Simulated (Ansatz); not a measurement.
Geometry optimisation, UKS revPBE-D4/STO-3G (Ansatz 0.2.0).

Input:

```yaml
crystal:
  periodic: [false, false, false]
  atoms:
    - { symbol: O, position_ang: [-0.5969, 1.3646, 0.3313] }
    - { symbol: Si, position_ang: [-0.9213, 0.3582, -0.9518] }
    - { symbol: Si, position_ang: [0.0734, -1.3416, 0.1337] }
    - { symbol: Si, position_ang: [0.8453, 0.7198, 0.8547] }
    - { symbol: H, position_ang: [-0.2156, 0.8094, -2.1995] }
    - { symbol: H, position_ang: [-2.3724, 0.1717, -1.1659] }
    - { symbol: H, position_ang: [1.1303, -2.1373, -0.6263] }
    - { symbol: H, position_ang: [-0.7087, -2.1063, 1.0876] }
    - { symbol: H, position_ang: [0.8965, 0.8457, 2.3751] }
    - { symbol: H, position_ang: [1.9526, 1.2647, 0.1642] }
magnetization:
  spin_polarized: true
basis:
  gaussian: { orbitals: STO-3G }
hamiltonian:
  xc: revpbe
  dispersion: d4
relax:
  f_tol: 0.02
  max_steps: 50
output:
  orbitals: {}
```

Launched with:

```bash
$ ansatz run input.yaml --threads 1 --pin off --max-ram 2048MiB --backend cpu --events-out ev --progress --plain --runs-dir out
```

Task: Where does it end, and by what steps?

Result: It converged. The force dipped under the threshold on the way, but the program's further checks kept it going. Limits of this set-up: minimal basis. After 11 steps the energy has fallen by 0.884 eV; H10 moved furthest, 0.68 Å.

| step | energy less start (eV) | largest force component (eV/Å) | accepted |
| --- | --- | --- | --- |
| 0 | 0.0000 | 3.642 | yes |
| 1 | -0.6979 | 1.752 | yes |
| 2 | -0.6784 | 1.543 | no |
| 3 | -0.8329 | 0.520 | yes |
| 4 | -0.8609 | 0.278 | yes |
| 5 | -0.8778 | 0.067 | yes |
| 6 | -0.8814 | 0.025 | yes |
| 7 | -0.8825 | 0.143 | yes |
| 8 | -0.8830 | 0.081 | yes |
| 9 | -0.8834 | 0.023 | yes |
| 10 | -0.8836 | 0.013 | yes |
| 11 | -0.8836 | 0.011 | yes |

```xyz
10
Properties=species:S:1:pos:R:3
O -0.229 1.607 -0.085
Si -0.990 0.309 -1.016
Si 0.197 -1.291 0.070
Si 0.859 0.687 0.963
H -0.752 0.497 -2.453
H -2.448 0.337 -0.841
H 1.177 -2.049 -0.704
H -0.538 -2.211 0.932
H 0.557 0.952 2.376
H 2.250 1.111 0.761
```

Whether the end is a true minimum wasn't checked by a vibrational analysis.

The run took 19 s on 1 thread of Intel(R) Xeon(R) 6975P-C (Granite Rapids), on a shared host, peak memory 0.15 GiB.
